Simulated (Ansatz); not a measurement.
Program: Ansatz. Geometries: PBE0-D4/def2-TZVP. ΔE: electronic, gas phase. CCSD(T)/CBS adds triple-zeta CCSD(T) − MP2 to the extrapolated MP2 energy (def2 sets, frozen cores). DFT in def2-TZVPP. def2 core potentials past Kr. For Sn outer-core shells are correlated without core-valence functions, which leaves a few kJ/mol of doubt a bond. Each species was taken in one conformer, which may not be the lowest.

Consider the formal exchange of groups at the Sn–O bond: `[SiH3][SiH2][O][SnH3]` + `CC=N` → `N=[CH][SnH3]` + `CO[SiH2][SiH3]`.

`[SiH3][SiH2][O][SnH3]`:

Cartesian coordinates in Å:
```
Si -0.065 1.429 2.139
Si 0.776 0.247 0.299
O -0.470 -0.391 -0.540
Sn -0.662 -1.487 -2.160
H -0.837 0.531 3.040
H -0.959 2.534 1.698
H 1.060 2.019 2.917
H 1.712 -0.819 0.774
H 1.592 1.165 -0.556
H -2.342 -1.687 -2.316
H 0.031 -0.595 -3.436
H 0.164 -2.947 -1.860
```

`CC=N`:

```xyz
8

C     0.603   -0.525    0.181
C    -0.702    0.199    0.134
N    -1.009    1.200   -0.573
H     0.463   -1.578   -0.082
H     1.333   -0.083   -0.500
H     1.010   -0.507    1.197
H    -1.482   -0.193    0.796
H    -0.217    1.487   -1.152
```

`N=[CH][SnH3]`:

Z-matrix (Å, degrees):
```
Sn
C 1 2.158
H 1 1.709 2 109.2
H 1 1.709 2 109.2 3 -118.2
H 1 1.700 2 108.6 3 120.9
N 2 1.265 1 118.6 3 -120.1
H 2 1.101 1 118.9 3 59.9
H 6 1.024 2 111.7 1 180.0
```

`CO[SiH2][SiH3]`:

Z-matrix (Å, degrees):
```
C
O 1 1.409
H 1 1.091 2 108.3
H 1 1.096 2 111.4 3 -119.3
H 1 1.096 2 111.4 3 119.3
Si 2 1.647 1 122.2 3 180.0
Si 6 2.337 2 107.0 1 -180.0
H 6 1.494 2 110.4 1 -58.8
H 6 1.494 2 110.4 1 58.8
H 7 1.489 6 109.1 2 180.0
H 7 1.487 6 110.7 2 -60.5
H 7 1.487 6 110.7 2 60.4
```

(1) Is it downhill or uphill in electronic energy at CCSD(T)/CBS, and by how much? (An estimate is asked.)

(2) What do these levels give: PBE-D4, ωB97M-V, CCSD(T)/def2-TZVPP, HF/def2-QZVPP, SCS-MP2/def2-QZVPP, MP2/CBS(def2)? (Best estimate.)

Largest T1 diagnostic among the species: 0.014.

Answers

(1) The calculation gave: Uphill: ΔE = +1.49 eV.

(2) Computed: PBE-D4 1.37, ωB97M-V 1.42, CCSD(T)/def2-TZVPP 1.42, HF/def2-QZVPP 1.54, SCS-MP2/def2-QZVPP 1.52, MP2/CBS(def2) 1.55 eV.

From PBE to PBE0 (25 % exact exchange), in def2-TZVPP and without D4, ΔE moves by +0.04 eV.
